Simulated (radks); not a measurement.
Effect of the nuclear size on neutral vanadium, [Ar] 3d3 4s2. Method: Dirac Kohn-Sham, relativistic LDA (MacDonald-Vosko exchange, VWN5 correlation), spin-unpolarised, spherical densities, finite nucleus; open shells are shared between the two j in proportion to 2j + 1; Fermi nuclear charge, rms radius 3.6002 fm; computed with a radial shooting solver on a logarithmic mesh with Libxc functionals. The rms radius is varied about that value; shifts are against it.

\begin{tabular}{lrrrrr}
rms radius (fm) & total energy shift (eV) & density at nucleus (e/bohr^3) & 1s1/2 shift (meV) & 2s1/2 shift (meV) & 3s1/2 shift (meV) \\ \hline
2.9882 & -0.0184 & 9855 & -7.77 & -0.660 & -0.088 \\
3.2654 & -0.0105 & 9825 & -4.42 & -0.376 & -0.050 \\
3.6002 & 0 & 9793 & 0.000 & 0.000 & 0.000 \\
3.8702 & 0.00917 & 9769 & 3.87 & 0.329 & 0.044 \\
4.3094 & 0.0255 & 9734 & 10.7 & 0.912 & 0.122 \\
\end{tabular}

Slopes of the eigenvalues against <r^2> in GHz/fm^2, as finite differences over the two radii next to the reference (eigenvalue slopes, not the field-shift constants of lines): 1s1/2 464, 2s1/2 39.5, 3s1/2 5.26.
